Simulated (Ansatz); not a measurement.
Steps of a relaxation of AlH$_{6}$NSiTe (`[NH2][AlH][SiH2][TeH]`) with RKS PBE0-D4/def2-TZVP.

```sh
$ ansatz run in.yaml --threads 4 --pin off --events-out ev --progress --plain --max-ram 10444MiB
```

```yaml
crystal:
  periodic: [false, false, false]
  atoms:
    - {symbol: N, position_ang: [-2.037193, 0.895101, -0.481685]}
    - {symbol: Al, position_ang: [-0.406971, 0.860335, 0.245403]}
    - {symbol: Si, position_ang: [0.670581, -1.283658, 0.653095]}
    - {symbol: Te, position_ang: [2.551390, -0.987005, -1.060954]}
    - {symbol: H, position_ang: [-2.508458, 1.737405, -0.820801]}
    - {symbol: H, position_ang: [-2.618086, 0.074126, -0.667325]}
    - {symbol: H, position_ang: [0.367713, 2.243132, 0.463029]}
    - {symbol: H, position_ang: [-0.065807, -2.489361, 0.123773]}
    - {symbol: H, position_ang: [1.221813, -1.648254, 2.010326]}
    - {symbol: H, position_ang: [2.908119, 0.547078, -0.461861]}
basis:
  gaussian: {orbitals: def2-TZVP}
hamiltonian: {xc: pbe0, dispersion: d4}
relax: {f_tol: 0.005, max_steps: 150}
```

Positions (Å) and forces (eV/Å) along the path, 10 of 10 steps:

```xyz
10
step=1 energy=-23350.4117 eV
N    -2.037    0.895   -0.482   -0.292   -0.015   -0.155
Al   -0.407    0.860    0.245   -0.295    0.138   -0.179
Si    0.671   -1.284    0.653    0.141   -0.241   -0.046
Te    2.551   -0.987   -1.061   -0.150    0.318    0.389
H    -2.508    1.737   -0.821    0.327   -0.540    0.232
H    -2.618    0.074   -0.667    0.405    0.538    0.128
H     0.368    2.243    0.463   -0.104   -0.184   -0.010
H    -0.066   -2.489    0.124    0.158    0.257    0.111
H     1.222   -1.648    2.010   -0.099    0.096   -0.321
H     2.908    0.547   -0.462   -0.092   -0.367   -0.149
10
step=2 energy=-23350.4339 eV
N    -2.033    0.892   -0.467    0.013    0.001   -0.057
Al   -0.397    0.868    0.221   -0.254    0.007   -0.024
Si    0.673   -1.269    0.631   -0.207   -0.135    0.281
Te    2.522   -0.995   -1.010    0.252   -0.198   -0.379
H    -2.509    1.722   -0.793    0.091   -0.123    0.058
H    -2.588    0.072   -0.675    0.115    0.139    0.063
H     0.364    2.240    0.452   -0.006   -0.023   -0.009
H    -0.055   -2.466    0.111    0.023    0.066    0.038
H     1.239   -1.622    1.968   -0.088    0.022   -0.046
H     2.867    0.507   -0.436    0.060    0.245    0.076
10
step=3 energy=-23350.4468 eV
N    -2.025    0.891   -0.488    0.032   -0.034    0.048
Al   -0.415    0.860    0.252   -0.128    0.025   -0.109
Si    0.678   -1.272    0.638   -0.067   -0.046    0.069
Te    2.536   -0.997   -1.036    0.047   -0.050   -0.054
H    -2.494    1.723   -0.813    0.039   -0.038    0.025
H    -2.598    0.079   -0.664    0.065    0.066    0.009
H     0.351    2.228    0.478   -0.009    0.004    0.017
H    -0.055   -2.463    0.122    0.010    0.012    0.009
H     1.220   -1.621    1.982   -0.002    0.006   -0.024
H     2.885    0.520   -0.468    0.011    0.055    0.009
10
step=4 energy=-23350.4480 eV
N    -2.028    0.893   -0.487    0.027   -0.016    0.035
Al   -0.417    0.861    0.245   -0.085    0.006   -0.056
Si    0.677   -1.271    0.636   -0.040   -0.016    0.039
Te    2.551   -1.009   -1.027    0.032   -0.057   -0.055
H    -2.499    1.726   -0.805    0.026   -0.032    0.018
H    -2.598    0.081   -0.667    0.035    0.038   -0.002
H     0.340    2.231    0.486    0.003    0.012    0.008
H    -0.054   -2.463    0.119    0.008    0.002    0.012
H     1.219   -1.616    1.981   -0.015    0.003   -0.015
H     2.892    0.516   -0.479    0.008    0.059    0.016
10
step=5 energy=-23350.4487 eV
N    -2.032    0.895   -0.474   -0.009   -0.044   -0.030
Al   -0.418    0.866    0.242    0.005   -0.010    0.015
Si    0.679   -1.268    0.634    0.023   -0.009   -0.057
Te    2.571   -1.034   -1.025   -0.032    0.029    0.056
H    -2.506    1.729   -0.782   -0.005   -0.009    0.003
H    -2.577    0.078   -0.699    0.014    0.047    0.017
H     0.327    2.239    0.502    0.005    0.008    0.005
H    -0.050   -2.462    0.122   -0.014   -0.006    0.016
H     1.208   -1.605    1.985   -0.001    0.002   -0.001
H     2.881    0.511   -0.501    0.015   -0.008   -0.023
10
step=6 energy=-23350.4485 eV rejected
N    -2.030    0.894   -0.478   -0.017   -0.040   -0.021
Al   -0.421    0.863    0.247    0.024   -0.006    0.020
Si    0.674   -1.272    0.635    0.025    0.053   -0.017
Te    2.571   -1.030   -1.015    0.004   -0.007    0.000
H    -2.507    1.729   -0.777   -0.013    0.003   -0.008
H    -2.575    0.077   -0.706    0.004    0.034    0.012
H     0.323    2.236    0.512    0.003    0.004    0.006
H    -0.058   -2.466    0.129    0.007   -0.006   -0.013
H     1.199   -1.607    1.988    0.003   -0.001    0.007
H     2.905    0.524   -0.531   -0.040   -0.033    0.014
10
step=7 energy=-23350.4495 eV
N    -2.030    0.894   -0.481    0.007   -0.008   -0.001
Al   -0.420    0.865    0.245    0.008   -0.002    0.006
Si    0.680   -1.268    0.628    0.002   -0.002    0.002
Te    2.581   -1.040   -1.016   -0.002    0.000    0.007
H    -2.508    1.729   -0.779   -0.007    0.003   -0.002
H    -2.580    0.079   -0.697   -0.003    0.004   -0.001
H     0.322    2.239    0.514   -0.001    0.003    0.000
H    -0.052   -2.463    0.124   -0.001   -0.001    0.001
H     1.201   -1.600    1.984   -0.002    0.003   -0.009
H     2.889    0.514   -0.520    0.000    0.001   -0.004
10
step=8 energy=-23350.4495 eV
N    -2.028    0.894   -0.480    0.003   -0.004   -0.001
Al   -0.418    0.864    0.244    0.004   -0.005    0.002
Si    0.679   -1.270    0.629    0.006   -0.004    0.000
Te    2.585   -1.039   -1.009   -0.003   -0.001    0.004
H    -2.506    1.729   -0.778   -0.003    0.002   -0.001
H    -2.580    0.080   -0.696   -0.001    0.002    0.001
H     0.328    2.237    0.510    0.000    0.003    0.002
H    -0.051   -2.466    0.122   -0.002    0.002    0.000
H     1.197   -1.604    1.986   -0.003    0.004   -0.004
H     2.877    0.522   -0.526    0.000    0.001   -0.002
10
step=9 energy=-23350.4496 eV
N    -2.026    0.894   -0.482    0.000   -0.001   -0.001
Al   -0.417    0.864    0.246   -0.005    0.005   -0.001
Si    0.681   -1.270    0.629    0.000    0.001   -0.002
Te    2.588   -1.043   -1.007    0.001    0.000    0.001
H    -2.505    1.729   -0.778    0.002   -0.001    0.002
H    -2.578    0.080   -0.699    0.002    0.000    0.000
H     0.323    2.239    0.517    0.002   -0.001    0.001
H    -0.053   -2.464    0.123   -0.001   -0.002    0.000
H     1.196   -1.603    1.986    0.001    0.000    0.002
H     2.874    0.522   -0.534    0.000   -0.001   -0.001
10
step=10 energy=-23350.4496 eV
N    -2.025    0.894   -0.482   -0.003    0.001   -0.001
Al   -0.417    0.864    0.247   -0.001    0.003   -0.001
Si    0.681   -1.270    0.629    0.000    0.002   -0.002
Te    2.589   -1.045   -1.006    0.000    0.002    0.001
H    -2.505    1.729   -0.777    0.001   -0.001    0.001
H    -2.577    0.080   -0.701    0.002   -0.001    0.000
H     0.323    2.239    0.521    0.000   -0.001    0.001
H    -0.053   -2.464    0.124    0.000   -0.002    0.000
H     1.195   -1.602    1.987    0.001   -0.001    0.002
H     2.873    0.523   -0.538   -0.001   -0.003   -0.001
```

It took 20 s on 4 threads of an Intel Xeon 6975P-C on a shared host, with 0.56 GiB of host memory at the peak.
